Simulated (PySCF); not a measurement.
Gas-phase reaction: CuI + CuH → HI + 2 Cu

Energies from PySCF (xtb for GFN2), thermal terms from the rigid-rotor harmonic-oscillator model, ideal gas at 1 bar. † marks an energy on the PBE0/def2-TZVP geometry and frequencies; other levels use their own. MP2 and CCSD(T) freeze the core. Open shells (unrestricted): Cu (multiplicity 2); the rest are closed-shell singlets. GFN2 has no spin-polarisation term. B3LYP is the form with VWN-RPA correlation. I: scalar-relativistic def2 core potential, no spin-orbit coupling. Cu: all electrons, no relativistic terms. MP2 isn't extrapolated to the basis-set limit; its ΔH°(298 K) is 240.0 kJ in def2-SVP and 237.2 kJ in def2-TZVPP. CCSD(T) isn't extrapolated to the basis-set limit; its ΔH°(298 K) is 228.0 kJ in def2-SVP and 218.4 kJ in def2-TZVPP. The harmonic model lacks anharmonicity and excited electronic states, which grow with temperature; levels with a mode under 35 cm⁻¹ are left out. Warning, large T1 diagnostic: CuH, CuI (CCSD(T)/def2-SVP†).

```json
[
 {"level": "B3LYP/def2-TZVP†", "ΔE electronic, kJ": "198", "ΔH°(298 K), kJ": "202", "ΔS°(298 K), J/K": "87", "ΔG°(2500 K), kJ": "-26"},
 {"level": "CCSD(T)/def2-SVP†", "ΔE electronic, kJ": "224", "ΔH°(298 K), kJ": "228", "ΔS°(298 K), J/K": "87", "ΔG°(2500 K), kJ": "0"},
 {"level": "GFN2-xTB", "ΔE electronic, kJ": "812", "ΔH°(298 K), kJ": "817", "ΔS°(298 K), J/K": "87", "ΔG°(2500 K), kJ": "589"},
 {"level": "M06-2X/def2-TZVP†", "ΔE electronic, kJ": "184", "ΔH°(298 K), kJ": "188", "ΔS°(298 K), J/K": "87", "ΔG°(2500 K), kJ": "-40"},
 {"level": "MP2/def2-TZVPP†", "ΔE electronic, kJ": "233", "ΔH°(298 K), kJ": "237", "ΔS°(298 K), J/K": "87", "ΔG°(2500 K), kJ": "9"},
 {"level": "PBE/def2-TZVP†", "ΔE electronic, kJ": "225", "ΔH°(298 K), kJ": "229", "ΔS°(298 K), J/K": "87", "ΔG°(2500 K), kJ": "1"},
 {"level": "PBE0/def2-SVP†", "ΔE electronic, kJ": "242", "ΔH°(298 K), kJ": "246", "ΔS°(298 K), J/K": "87", "ΔG°(2500 K), kJ": "18"},
 {"level": "PBE0/def2-TZVP", "ΔE electronic, kJ": "205", "ΔH°(298 K), kJ": "209", "ΔS°(298 K), J/K": "87", "ΔG°(2500 K), kJ": "-19"},
 {"level": "r2SCAN/def2-TZVP†", "ΔE electronic, kJ": "233", "ΔH°(298 K), kJ": "236", "ΔS°(298 K), J/K": "87", "ΔG°(2500 K), kJ": "9"},
 {"level": "LDA/def2-TZVP†", "ΔE electronic, kJ": "272", "ΔH°(298 K), kJ": "276", "ΔS°(298 K), J/K": "87", "ΔG°(2500 K), kJ": "48"},
 {"level": "ωB97M-V/def2-TZVP†", "ΔE electronic, kJ": "236", "ΔH°(298 K), kJ": "240", "ΔS°(298 K), J/K": "87", "ΔG°(2500 K), kJ": "12"}
]
```
ΔH° is lowest at M06-2X/def2-TZVP† and highest at GFN2-xTB. No reference value is set beside these.
